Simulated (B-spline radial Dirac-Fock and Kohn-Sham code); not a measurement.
# X-ray scattering factor of Ga²⁺

System: the Ga²⁺ ion in the configuration 1s2 2s2 2p6 3s2 3p6 3d10 4s1, inside a Watson sphere of charge -2 and radius 2.2 Å (a model of the Madelung potential; inside it an electron's potential energy is raised by 13.1 eV).

Model: Dirac-Fock densities. Program: a B-spline atomic structure program. f₀ is the Fourier transform of the spherical electron density, S the Waller-Hartree incoherent function, and s = sin θ/λ.

```
s (Å⁻¹)      f₀       S
      0  29.000   0.000
   0.06  28.542   0.585
   0.08  28.202   0.987
   0.09  28.002   1.213
   0.11  27.550   1.696
   0.14  26.763   2.465
   0.17  25.879   3.251
   0.21  24.604   4.296
   0.26  22.936   5.593
   0.32  20.919   7.128
   0.39  18.646   8.840
   0.48  15.970  10.850
   0.59  13.212  13.016
   0.73  10.579  15.374
    0.9   8.505  17.685
    1.1   7.099  19.711
   1.35   6.086  21.497
   1.66   5.174  23.068
   2.05   4.129  24.504
   2.52   3.055  25.702
   3.09   2.165  26.612
    3.8   1.576  27.274
   4.67   1.252  27.774
```

f₀ starts at the number of electrons, 29, and has fallen to half at s ≈ 0.54 Å⁻¹. The sum of ⟨r²⟩ over the electrons is 17.75 bohr².

Values without a named source are computed, but for edge energies of neutral atoms, which are taken from tables.
